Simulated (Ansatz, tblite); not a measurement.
Forces on `C=CCCCCCCCCCS` at its r2SCAN-D4/def2-SVP geometry. Charge 0, multiplicity 1.

The xTB rows come from tblite.

GFN2-xTB (tblite), largest force 0.86 eV/Å:

```xyz
34
positions Å, forces eV/Å
C    -1.224    2.180    5.711   -0.145   -0.096   -0.626
C    -1.729    2.143    4.472    0.150    0.427    0.728
C    -1.353    1.155    3.411   -0.093   -0.549    0.057
C    -0.727    1.812    2.175    0.089    0.677   -0.006
C    -0.372    0.815    1.076   -0.068   -0.705    0.100
C     0.255    1.475   -0.152   -0.105    0.575   -0.052
C     0.725    0.495   -1.228    0.535   -0.164   -0.109
C    -0.399   -0.326   -1.861   -0.498   -0.035    0.293
C     0.034   -1.171   -3.061   -0.070    0.098   -0.544
C     1.045   -2.266   -2.721    0.334   -0.167    0.529
C     1.387   -3.133   -3.926   -0.448    0.150   -0.478
S     2.542   -4.506   -3.569    0.236    0.474    0.114
H    -1.532    2.941    6.434    0.176   -0.446   -0.364
H    -0.479    1.449    6.044   -0.431    0.419   -0.144
H    -2.464    2.906    4.176    0.343   -0.407    0.086
H    -0.658    0.405    3.828   -0.152    0.314   -0.128
H    -2.257    0.599    3.092    0.241    0.258    0.107
H     0.177    2.369    2.483   -0.234   -0.261   -0.079
H    -1.424    2.571    1.770    0.161   -0.320    0.126
H     0.327    0.056    1.479   -0.177    0.344   -0.122
H    -1.284    0.261    0.786    0.279    0.291    0.049
H    -0.471    2.185   -0.593    0.191   -0.316    0.126
H     1.115    2.088    0.174   -0.219   -0.282   -0.087
H     1.247    1.058   -2.025   -0.260   -0.113    0.257
H     1.484   -0.179   -0.789   -0.351    0.185   -0.086
H    -0.853   -0.990   -1.103    0.262    0.191   -0.244
H    -1.203    0.363   -2.181    0.333   -0.205    0.022
H    -0.861   -1.639   -3.512    0.271    0.119    0.233
H     0.456   -0.510   -3.842   -0.065   -0.216    0.327
H     1.976   -1.817   -2.329   -0.289   -0.072   -0.204
H     0.652   -2.908   -1.913    0.031    0.198   -0.311
H     0.482   -3.633   -4.312    0.272    0.104    0.192
H     1.788   -2.524   -4.754    0.030   -0.225    0.324
H     3.598   -3.726   -3.242   -0.327   -0.246   -0.087
```

r2SCAN-D4/def2-TZVP (Ansatz), largest force 0.36 eV/Å:

```
C -0.046 -0.016 -0.204
C 0.040 0.190 0.298
C -0.061 -0.271 0.075
C 0.061 0.314 -0.032
C -0.052 -0.308 0.029
C -0.002 0.282 -0.012
C 0.270 -0.063 -0.064
C -0.263 -0.002 0.132
C -0.072 0.038 -0.293
C 0.156 -0.050 0.283
C -0.126 0.024 -0.261
S 0.089 0.272 0.018
H 0.089 -0.237 -0.231
H -0.248 0.214 -0.105
H 0.206 -0.235 0.092
H -0.158 0.207 -0.098
H 0.216 0.148 0.070
H -0.212 -0.156 -0.076
H 0.154 -0.192 0.106
H -0.161 0.202 -0.097
H 0.230 0.159 0.066
H 0.168 -0.189 0.099
H -0.202 -0.162 -0.068
H -0.140 -0.128 0.182
H -0.211 0.162 -0.102
H 0.129 0.166 -0.189
H 0.202 -0.161 0.071
H 0.219 0.110 0.120
H -0.095 -0.162 0.207
H -0.244 -0.115 -0.119
H 0.087 0.168 -0.212
H 0.238 0.119 0.113
H -0.093 -0.184 0.246
H -0.169 -0.143 -0.045
```

PBE0-D4/def2-TZVP (Ansatz), largest force 0.47 eV/Å:

```
C -0.117 -0.031 -0.390
C 0.116 0.164 0.401
C -0.024 -0.186 -0.001
C 0.040 0.191 -0.002
C -0.029 -0.192 0.029
C -0.017 0.163 -0.004
C 0.155 -0.048 -0.032
C -0.153 -0.003 0.083
C -0.024 0.019 -0.172
C 0.108 -0.039 0.166
C -0.045 -0.045 -0.142
S -0.015 0.470 -0.010
H 0.089 -0.245 -0.239
H -0.258 0.227 -0.108
H 0.228 -0.254 0.115
H -0.180 0.228 -0.109
H 0.246 0.165 0.094
H -0.240 -0.173 -0.086
H 0.176 -0.216 0.118
H -0.185 0.231 -0.110
H 0.261 0.171 0.071
H 0.192 -0.210 0.112
H -0.226 -0.180 -0.082
H -0.158 -0.141 0.214
H -0.229 0.180 -0.121
H 0.138 0.190 -0.209
H 0.229 -0.187 0.077
H 0.243 0.128 0.136
H -0.110 -0.183 0.231
H -0.275 -0.125 -0.125
H 0.100 0.184 -0.240
H 0.257 0.130 0.119
H -0.098 -0.210 0.268
H -0.193 -0.173 -0.053
```
